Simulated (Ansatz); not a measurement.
**C3H6BNO3: where a starting geometry ends**

The starting geometry of this gas-phase singlet was optimised with GFN2-xTB; its bonds are those of `O=C(O)CC#[N+][BH2-]O`.

```yaml
atoms:
  - { symbol: C, position_ang: [-0.8668, 0.3476, 1.2346] }
  - { symbol: C, position_ang: [0.2820, 1.2942, 0.8560] }
  - { symbol: C, position_ang: [0.2648, 1.4479, -0.5693] }
  - { symbol: B, position_ang: [-0.5079, 1.1759, -3.1337] }
  - { symbol: N, position_ang: [0.1869, 1.5399, -1.7105] }
  - { symbol: O, position_ang: [-1.7975, 0.6606, 1.9138] }
  - { symbol: O, position_ang: [-0.6744, -0.8545, 0.7099] }
  - { symbol: O, position_ang: [-1.1669, -0.0486, -2.8533] }
  - { symbol: H, position_ang: [-1.4247, -1.4458, 0.8820] }
  - { symbol: H, position_ang: [0.1319, 2.2585, 1.3458] }
  - { symbol: H, position_ang: [1.2303, 0.8516, 1.1718] }
  - { symbol: H, position_ang: [0.4042, 1.1593, -3.8983] }
  - { symbol: H, position_ang: [-1.2653, 2.0844, -3.2348] }
  - { symbol: H, position_ang: [-0.6193, -0.8089, -3.0410] }
```

Question: Predict what becomes of its bonds when it is optimised with B3LYP/def2-SVP.

Answer: It loosens into C3H3NO2 + BH3O, which stay close as a complex. Contacts that open: B4–N5 (1.63 → 2.87 Å).

The energy falls by 0.39 eV over 100 steps:

| step | E − E(last) (eV) |
| --- | --- |
| 1 | 0.387 |
| 12 | 0.022 |
| 23 | 0.002 |
| 34 | 0.001 |
| 45 | 0.001 |
| 56 | 0.001 |
| 67 | 0.000 |
| 78 | 0.000 |
| 89 | 0.000 |
| 100 | 0.000 |

Final geometry (Å):

| atom | x (Å) | y (Å) | z (Å) |
| --- | --- | --- | --- |
| C | -0.5200 | 0.2310 | 2.1422 |
| C | -0.2597 | 1.3528 | 1.1362 |
| C | -0.2402 | 0.9812 | -0.2759 |
| B | -0.1378 | 1.1999 | -4.2292 |
| N | -0.2174 | 0.7206 | -1.4025 |
| O | -0.5111 | 0.4159 | 3.3288 |
| O | -0.7592 | -0.9492 | 1.5599 |
| O | -1.3548 | 0.7193 | -4.5681 |
| H | -0.9166 | -1.5987 | 2.2679 |
| H | -1.0307 | 2.1231 | 1.3041 |
| H | 0.7004 | 1.8189 | 1.4114 |
| H | 0.8468 | 0.4956 | -4.2661 |
| H | -0.0744 | 2.3794 | -3.9809 |
| H | -1.3481 | -0.2276 | -4.7549 |

The end wasn't checked by frequencies. Run with Ansatz 0.2.0, 3.5 min on 4 threads of Arm Neoverse V1, on a shared host.
